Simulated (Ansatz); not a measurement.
Calculated with Ansatz (gas phase, PBE0-D4/def2-TZVP geometries, no zero-point term in ΔE). CCSD(T)/CBS adds triple-zeta CCSD(T) − MP2 to the extrapolated MP2 energy (def2 sets, frozen cores). This one scheme is used for every species. DFT in def2-TZVPP. One conformer a species, not always the lowest.

Reaction (formal exchange of groups at a B–Si bond): `COB[SiH3]` + `CCl` → `COBCCl` + SiH₄

```json
{"level": "r2SCAN-D4", "ΔE (kJ/mol)": "-26.2"}
{"level": "MP2/def2-TZVPP", "ΔE (kJ/mol)": "-33.2"}
{"level": "HF/def2-QZVPP", "ΔE (kJ/mol)": "-33.1"}
{"level": "MP2/def2-QZVPP", "ΔE (kJ/mol)": "-32.3"}
```

Q: What does CCSD(T)/CBS give? (Estimate.)

A: The calculation gave: -27.4 kJ/mol. The listed levels differ from it by 1.2, -5.8, -5.7, -4.9 kJ/mol.

Largest T1 diagnostic among the species: 0.014.
